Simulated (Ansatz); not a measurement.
`C#COC(N)[SiH3]` → `C[SiH2]C1N=CO1`  (isomerisation)

Computed with Ansatz on PBE0-D4/def2-TZVP structures; ΔE is electronic, products minus reactants. CCSD(T)/CBS is the MP2 limit (def2-TZVPP, def2-QZVPP) plus CCSD(T) − MP2 in def2-TZVPP, frozen cores. DFT in def2-TZVPP. Each species was taken in one conformer, which may not be the lowest.

`C#COC(N)[SiH3]`:

```xyz
13

C    -0.756   -2.493   -1.375
C    -0.943   -1.541   -0.667
O    -1.138   -0.526    0.100
C     0.118    0.097    0.650
N    -0.157    0.798    1.827
Si    0.859    1.250   -0.676
H    -0.620   -3.335   -2.009
H     0.779   -0.748    0.862
H    -0.510    0.223    2.580
H    -0.742    1.610    1.696
H     0.058    2.503   -0.651
H     2.270    1.547   -0.325
H     0.781    0.615   -2.012
```

`C[SiH2]C1N=CO1`:

Cartesian coordinates in Å:
```
C -0.950 1.437 -1.213
Si -0.354 -0.304 -0.915
C -0.060 -0.539 0.946
N 1.060 0.247 1.466
C 1.612 -0.892 1.649
O 0.683 -1.783 1.239
H -1.072 1.628 -2.281
H -0.226 2.152 -0.815
H -1.911 1.614 -0.726
H 0.946 -0.573 -1.579
H -1.359 -1.307 -1.361
H -0.956 -0.490 1.571
H 2.588 -1.191 2.018
```

Task: Is it downhill or uphill in electronic energy at CCSD(T)/CBS, and by how much? (Best estimate.)

Result: Ansatz gave: Downhill: ΔE = -147.0 kJ/mol.

Task: What do these levels give: BLYP-D4, r2SCAN-D4, r2SCAN0-D4, ωB97M-V, B2PLYP, revPBE, HF/def2-SVP, CCSD/def2-TZVPP, CCSD(T)/def2-TZVPP, HF/def2-QZVPP, MP2/def2-QZVPP, SCS-MP2/def2-QZVPP? (Estimate.)

Result: The calculation gave: BLYP-D4 -128.7, r2SCAN-D4 -154.0, r2SCAN0-D4 -155.1, ωB97M-V -149.8, B2PLYP -138.7, revPBE -155.4, HF/def2-SVP -123.0, CCSD/def2-TZVPP -147.5, CCSD(T)/def2-TZVPP -150.5, HF/def2-QZVPP -127.8, MP2/def2-QZVPP -148.7, SCS-MP2/def2-QZVPP -146.1 kJ/mol.

Largest T1 diagnostic among the species: 0.014.

Leaving LDA and LC-ωPBE aside and taking each functional with its dispersion term where it has one, the values, not all of them listed here, spread over 31.0 kJ/mol, from PBE-QIDH to BLYP-D4. From PBE to PBE0 (25 % exact exchange), in def2-TZVPP and without D4, ΔE moves by −4.1 kJ/mol.
